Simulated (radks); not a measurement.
Task: Coherent X-ray form factor from a spherical all-electron density. Calculated with a radial shooting solver on a logarithmic mesh with Libxc functionals: scalar-relativistic Kohn-Sham, LDA (Slater exchange, Perdew-Wang correlation), spin-polarised, spherical densities, finite nucleus; Fermi nuclear charge, rms radius of each element as measured or else 0.836 A^(1/3) + 0.57 fm.

| sin(theta)/lambda (1/angstrom) | f0 (electrons) |
|---|---|
| 0.05 | 22.800 |
| 0.1 | 22.218 |
| 0.15 | 21.307 |
| 0.2 | 20.145 |
| 0.25 | 18.820 |
| 0.3 | 17.416 |
| 0.4 | 14.658 |
| 0.5 | 12.265 |
| 0.6 | 10.383 |
| 0.8 | 7.997 |
| 1 | 6.746 |
| 1.25 | 5.768 |
| 1.5 | 4.930 |
| 2 | 3.424 |

The species is in the configuration that NIST lists as its ground one. Which atom or ion scatters so?

Result: The cobalt ion Co4+, [Ar] 3d5. Extrapolating in s^2 from the first two rows gives f0(0) = 23.0, near the electron count 23; among species with that count, the fall with angle is slower the higher Z, and the table is that of Z = 27; from so few rows the species is fixed only to a neighbour or two.
